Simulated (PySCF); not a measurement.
**C₆ coefficients of unlike pairs at PBE0**

Calculated with PySCF 2.14 from the dipole response of each species, C₆(A,B) = (3/π) ∫ α_A(iu) α_B(iu) du, in atomic units, from isotropic polarisabilities. For ions this is the dispersion term alone; charge-induced terms of lower order in 1/R come first.

```tsv
species	configuration	basis	relativity	α (bohr³)	C₆ (like pair)
Os³⁺	[Xe] 4f14 5d5 (6S)	aug-cc-pVTZ-PP with one added diffuse shell each of s, p, d, f, g type with ECP60MDF (7s7p6d4f3g)	core potential	6.921	37.36
Sn	[Kr] 4d10 5s2 5p2 (3P)	def2-TZVPPD with the def2 core potential (28 electrons) (7s5p4d2f)	core potential	58.01	632.4
Cl	[Ne] 3s2 3p5 (2P)	aug-cc-pV(Q+d)Z (7s6p5d3f2g)	none	15.01	94.87
```

(1) Estimate C₆ for Sn with Os³⁺.

No spin-orbit coupling is included.

The other pairs:

| pair | C₆ |
| --- | --- |
| Cl, Os³⁺ | 56.63 |
| Cl, Sn | 231.6 |

Results:

(1) The integral gives 128.3. The combination rule 2 C_A C_B / (C_A α_B/α_A + C_B α_A/α_B) gives 121.6 and the geometric mean 153.7.
